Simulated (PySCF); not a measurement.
Stepwise substitution at one centre (Sn Cl-OH). Isolated molecules, 0 K electronic values unless said otherwise. One relaxed conformer stands for each flexible species; it need not be the lowest. Strings in code marks are SMILES.

Method: PBE-D3(BJ)/def2-TZVP // r2SCAN-D4/def2-TZVP (PySCF 2.14.0). All candidates: neutral, multiplicity 1. Excitations are Tamm–Dancoff values on a coarser integration grid. The basis has no diffuse functions, so Rydberg states are missing or too high.

```
Property              Result
-------------------  -------
HOMO–LUMO gap        4.21 eV
T1 excitation (TDA)  4.04 eV
S1 excitation (TDA)  4.35 eV
```

### Question
Which member has these values?
A. `[OH][Sn]([Cl])([Cl])[Cl]`
B. `[OH][Sn]([OH])([OH])[Cl]`
C. `[OH][Sn]([OH])([OH])[OH]`

### Answer
A, `[OH][Sn]([Cl])([Cl])[Cl]`. The others give `[OH][Sn]([OH])([OH])[OH]`: 4.69 eV, 4.50 eV, 4.88 eV; `[OH][Sn]([OH])([OH])[Cl]`: 4.52 eV, 4.34 eV, 4.68 eV
